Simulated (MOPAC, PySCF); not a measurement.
C₄H₄O, SMILES `CC#CC=O`, neutral singlet in the gas phase. 

Cartesian coordinates (Å):
```xyz
9

C      1.5863    -0.3485    -1.0038
C      0.3191    -0.0773    -0.3536
C     -0.7389     0.1286     0.1854
C     -1.9861     0.4316     0.8346
O     -2.8616    -0.3756     1.0439
H      1.6294    -1.3756    -1.3700
H      2.4129    -0.1976    -0.3059
H      1.7373     0.3263    -1.8490
H     -2.0986     1.4881     1.1417
```
Charge 0, spin multiplicity 1.

All levels are single points at this geometry (B3LYP-D3(BJ)/def2-TZVP); Pople sets use spherical d functions. Orbital energies aren't observables, and empty levels follow the basis.

```tsv
level	HOMO (eV)	LUMO (eV)	gap (eV)	dipole (D)	vertical IE, Delta-SCF (eV)
M06-2X/def2-TZVP in PySCF	-9.53	-0.79	8.74	3.97	10.74
PBE-D3(BJ)/def2-TZVP in PySCF	-6.07	-2.77	3.31	4.01	–
B3LYP/3-21G in PySCF	-7.03	-1.46	5.57	3.65	–
B3LYP/6-311+G** in PySCF	-7.63	-2.09	5.54	4.20	–
BP86/6-31G* in PySCF	-5.81	-2.48	3.33	3.83	–
M06-2X/6-31G* in PySCF	-9.26	-0.42	8.84	3.78	–
PBE/6-31G* in PySCF	-5.67	-2.37	3.30	3.80	–
SVWN5/6-31G* in PySCF	-5.75	-2.58	3.17	3.95	–
HF/3-21G in PySCF	-10.85	2.72	13.57	3.98	–
HF/STO-3G in PySCF	-8.71	6.36	15.07	2.29	–
AM1 in MOPAC	-10.95	0.12	11.06	3.18	–
PM3 in MOPAC	-10.89	0.07	10.96	3.11	–
PM6 in MOPAC	-10.36	-0.22	10.14	4.40	–
```
